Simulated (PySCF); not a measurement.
NICS in rings of unrelated molecules.

Probes without a nucleus sit at each ring's centroid and 1 Å off its mean plane on both sides; NICS is minus the shielding there, NICSzz its component along the normal. Level: GIAO PBE0/pcSseg-1 (PySCF, non-relativistic, gas phase) on the GFN2-xTB geometries, one conformer each. Atom numbers follow the mapped SMILES.

Task: Order these rings by mean NICS(1)zz, lowest (most negative) first (ppm).
A. ring C6–C8–C9 in `[CH2:1]=[C:2]1[CH2:3][C@H:4]1[SiH2:5][C:6]1([Cl:7])[CH2:8][CH2:9]1`
B. ring C5–C6–C7–C8–S9 in `[CH2:1]=[CH:2][CH2:3][SiH2:4][c:5]1[cH:6][cH:7][cH:8][s:9]1`
C. ring C2–C3–C4–C5–C7–C8 in `[CH3:1][c:2]1[cH:3][cH:4][c:5]([SH:6])[cH:7][c:8]1[SiH3:9]`
D. ring Si3–C4–C5–C6–C7–C8 in `[CH:1]#[C:2][Si@@H:3]1[CH2:4][CH2:5][CH2:6][CH2:7][C@@H:8]1[Cl:9]`
E. ring C2–Si3–C4–C5–C6 in `[CH2:1]=[C:2]1[SiH2:3][CH2:4][CH:5]=[C:6]1[C:7]([CH3:8])=[S:9]`
F. ring C2–C10–O11 in `[CH3:1][C@@:2]12[CH2:3][C@H:4]([O:5][CH:6]([F:7])[F:8])[CH2:9][C@@H:10]1[O:11]2`
G. ring C2–C3–O4–C5–C8 in `[CH3:1][C@@H:2]1[CH2:3][O:4][C:5]([F:6])([F:7])[C@H:8]1[F:9]`

Result: B (-28.1), C (-25.5), F (-23.0), A (-21.5), G (-2.1), E (-0.1), D (2.9).

```csv
SMILES,ring,NICS(0),NICS(1),NICS(1)zz,HOMA,rms pucker (Å),ring atoms with four or more neighbours
C=CC[SiH2]c1cccs1,5-membered ring with S; formal bonds all aromatic,-12.5,-11.7,-28.1,0.80,0.00,0
Cc1ccc(S)cc1[SiH3],6-membered carbocycle; formal bonds all aromatic,-7.8,-10.6,-25.5,0.99,0.00,0
C[C@@]12C[C@H](OC(F)F)C[C@@H]1O2,3-membered ring with O; formal bonds all single,-48.0,-6.3,-23.0,–,0.00,2
C=C1C[C@H]1[SiH2]C1(Cl)CC1,3-membered carbocycle; formal bonds all single,-43.0,-8.6,-21.5,–,0.00,3
C[C@@H]1COC(F)(F)[C@H]1F,5-membered ring with O; formal bonds all single,-6.0,-3.2,-2.1,–,0.14,4
C=C1[SiH2]CC=C1C(C)=S,"5-membered ring with Si; formal bonds 1 double, 4 single",-0.4,-2.7,-0.1,–,0.09,2
C#C[Si@@H]1CCCC[C@@H]1Cl,6-membered ring with Si; formal bonds all single,-2.8,-2.5,2.9,–,0.25,6
```

NICS(0) gives another order. The isotropic NICS(1) gives another order. HOMA uses Krygowski's 1993 parameters; it is left out where a ring has a four-coordinate atom, a triple bond, no multiple bond or a kind of bond without parameters. NICS(1) and NICS(1)zz are means over the two faces.
